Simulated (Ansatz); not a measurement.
dibenzo[a,e]pentalene (C₁₆H₁₀), 26 atoms. Hardware: 4 threads of Arm Neoverse V1 on a shared host.

Correlated methods freeze 16 core orbitals.

**Question.** How many basis functions does each of these Ansatz runs have, and roughly what does it cost? PBE0-D4/def2-TZVP, charge 0 singlet, energy and forces, from earlier orbitals; PBE0-D4/def2-SVP, charge 1 doublet at the geometry of the charge 0 singlet, energy; r2SCAN-D4/def2-TZVP, charge 0 singlet, energy and forces, from earlier orbitals; PBE-D4/def2-SVP, charge 0 triplet at the geometry of the charge 0 singlet, energy, from earlier orbitals; PBE-D4/def2-SVP, charge 0 singlet, energy, from earlier orbitals; PBE-D4/def2-TZVP, charge 0 singlet, energy, from earlier orbitals; PBE0-D4/def2-SVP, charge 0 triplet at the geometry of the charge 0 singlet, energy; PBE-D4/def2-SVP, charge -1 doublet at the geometry of the charge 0 singlet, energy, from earlier orbitals; PBE-D4/def2-SVP, charge -1 doublet, energy, from earlier orbitals; PBE0-D4/def2-SVP, charge -1 doublet at the geometry of the charge 0 singlet, energy; PBE-D4/def2-SVP, charge 0 singlet, relaxation, 4 steps; RPA@PBE/def2-SVP, charge 0 singlet, energy, from earlier orbitals.

**Answer.** Other jobs shared the machine, so times can vary by a factor of up to 3. A dash marks memory too small to be measured apart from the calling script's.

```tsv
run	functions	fitting or Cholesky vectors	wall time	peak host memory (GiB)
PBE-D4/def2-SVP, charge 0 singlet, energy, from earlier orbitals	274	3108	6 s	–
PBE-D4/def2-SVP, charge -1 doublet, energy, from earlier orbitals	274	3108	12 s	–
PBE-D4/def2-SVP, charge -1 doublet at the geometry of the charge 0 singlet, energy, from earlier orbitals	274	3108	12 s	–
PBE-D4/def2-SVP, charge 0 triplet at the geometry of the charge 0 singlet, energy, from earlier orbitals	274	3108	14 s	–
PBE-D4/def2-TZVP, charge 0 singlet, energy, from earlier orbitals	556	3320	16 s	1.7
PBE-D4/def2-SVP, charge 0 singlet, relaxation, 4 steps	274	3108	19 s	–
RPA@PBE/def2-SVP, charge 0 singlet, energy, from earlier orbitals	274	2859	21 s	1.1
PBE0-D4/def2-SVP, charge -1 doublet at the geometry of the charge 0 singlet, energy	274	2859	22 s	1.7
PBE0-D4/def2-SVP, charge 1 doublet at the geometry of the charge 0 singlet, energy	274	2859	29 s	1.7
r2SCAN-D4/def2-TZVP, charge 0 singlet, energy and forces, from earlier orbitals	556	3320	37 s	1.8
PBE0-D4/def2-TZVP, charge 0 singlet, energy and forces, from earlier orbitals	556	3320	79 s	3.6
PBE0-D4/def2-SVP, charge 0 triplet at the geometry of the charge 0 singlet, energy	274	2859	2.3 min	2.3
```
